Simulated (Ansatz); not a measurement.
Gas-phase electronic energies from Ansatz, PBE0-D4/def2-TZVP geometries. CCSD(T)/CBS is the MP2 limit (def2-TZVPP, def2-QZVPP) plus CCSD(T) − MP2 in def2-TZVPP, frozen cores. Functionals use def2-TZVPP. B3LYP here is the variant with VWN-RPA as its local correlation; programs differ in this. HSE06 is defined as in plane-wave codes. def2 core potentials past Kr. For Zr outer-core shells are correlated without core-valence functions, which leaves a few kJ/mol of doubt a bond. One conformer a species, not always the lowest.

Consider the redistribution: `S[SiH]1CC1` + `[F][Zr]([Cl])([Cl])[Cl]` → `Cl[SiH]1CC1` + `[F][Zr]([SH])([Cl])[Cl]`.

`S[SiH]1CC1`:

Z-matrix (Å, degrees):
```
Si
C 1 1.842
C 1 1.840 2 49.7
S 1 2.121 2 120.4 3 100.4
H 1 1.478 2 119.2 3 -105.5
H 2 1.086 1 119.2 3 107.4
H 2 1.085 1 119.1 3 -107.2
H 3 1.085 1 119.4 2 -107.6
H 3 1.085 1 119.1 2 107.2
H 4 1.344 1 95.3 2 86.0
```

`[F][Zr]([Cl])([Cl])[Cl]`:

Z-matrix (Å, degrees):
```
Zr
F 1 1.877
Cl 1 2.323 2 109.1
Cl 1 2.323 2 109.1 3 120.0
Cl 1 2.323 2 109.1 3 -120.0
```

`Cl[SiH]1CC1`:

Z-matrix (Å, degrees):
```
Si
C 1 1.829
C 1 1.829 2 50.6
Cl 1 2.043 2 119.5 3 -105.5
H 1 1.473 2 122.3 3 107.4
H 2 1.086 1 120.1 3 -107.0
H 2 1.085 1 119.3 3 106.3
H 3 1.085 1 119.4 2 -106.3
H 3 1.086 1 120.1 2 107.0
```

`[F][Zr]([SH])([Cl])[Cl]`:

Z-matrix (Å, degrees):
```
Zr
S 1 2.422
Cl 1 2.329 2 109.1
F 1 1.880 2 106.9 3 -120.3
Cl 1 2.329 2 109.2 3 119.4
H 2 1.349 1 89.6 3 120.6
```

| level | ΔE (kJ/mol) |
| --- | --- |
| B97M-V | 34.5 |
| B3LYP-D4 | 33.2 |
| HSE06 | 33.9 |
| HF/def2-TZVPP | 34.7 |

(1) What does CCSD(T)/CBS give? (Best estimate.)

Largest T1 diagnostic among the species: 0.017.

## Answers

(1) Ansatz gave: +32.2 kJ/mol. The listed levels differ from it by 2.3, 1.0, 1.7, 2.5 kJ/mol.

At CCSD(T), def2-SVP lies +7.5 kJ/mol from the extrapolated value and def2-TZVPP −0.2 kJ/mol. Leaving LDA and LC-ωPBE aside and taking each functional with its dispersion term where it has one, the values, not all of them listed here, spread over 2.2 kJ/mol, from B2PLYP to revPBE-D4.
